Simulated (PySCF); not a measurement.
**BiCl4, doublet: data card**

Level of theory: PySCF, UPBE0, basis Bi def2-SVP with ECP60, Cl def2-SVP (scalar-relativistic core potentials, no spin–orbit coupling, density fitting).

The structure is a minimum.

```xyz
5
charge 0 multiplicity 2, angstrom
Bi    0.0000    0.0000    0.0000
Cl   -1.4409   -1.4409   -1.4409
Cl    1.4409    1.4409   -1.4409
Cl   -1.4409    1.4409    1.4409
Cl    1.4409   -1.4409    1.4409
```

```
Point group                                                                   : Td
Bond lengths                                                                  : Bi–Cl 2.496 Å (×4)
Bond angles                                                                   : Cl–Bi–Cl 109.5° (×6)
Spin squared ⟨S²⟩                                                             : 0.762
Rotational constants                                                          : 0.02902, 0.02902, 0.02902 cm⁻¹
Atomisation energy without zero-point energy                                  : 979 kJ/mol
Entropy at 298.15 K and 1 bar (electronic part: spin only)                    : 410.8 J/(mol K)
Lowest empty level (β)                                                        : -6.08 eV
Zero-point energy                                                             : 9.2 kJ/mol
Heat capacity Cp at 298.15 K                                                  : 102.3 J/(mol K)
Rotational symmetry number                                                    : 12
Enthalpy at 298.15 K above 0 K                                                : 24.90 kJ/mol
Dipole moment                                                                 : 0.00 D
Highest occupied level (α)                                                    : -8.15 eV
Principal polarisabilities                                                    : 91.3, 91.3, 91.3 bohr³
Principal quadrupole moments (Buckingham, traceless) about the centre of mass : 0.00, 0.00, 0.00 D Å
```

Harmonic modes (masses in u: Bi 208.980, Cl 34.969):
```
symmetry  ω (cm⁻¹)  IR (km/mol, summed over degenerate members)     type
      t2        53                                          9.3     bend
       e        74                                          0.0     bend
      t2       305                                          125  stretch
      a1       310                                          0.0  stretch
```

In Td the vibrations span 2t2 + e + a1. The a1, e modes carry no infrared intensity, as symmetry demands.

Charges (e):
```
     atom  Mulliken  Löwdin  polar tensor  spin (Mulliken)  Mayer order to Bi1
      Bi1      1.04    0.52          1.77             0.01                   –
Cl2,3,4,5     -0.26   -0.13         -0.44             0.25                0.85
```

Mulliken populations on Bi1 (electrons outside its core potential): s 3.81, p 7.86, d 10.29.

Other isomers or separated fragments may lie lower. No spin–orbit coupling is included, which matters more the heavier the element.

The final relaxation and frequency run took 41 s on 4 threads of a shared Arm Neoverse V1 host, with 98 basis functions and 6 gradients; the process peaked at 1.4 GiB. Launch command: `OMP_NUM_THREADS=4 python axn.py task.json out`.
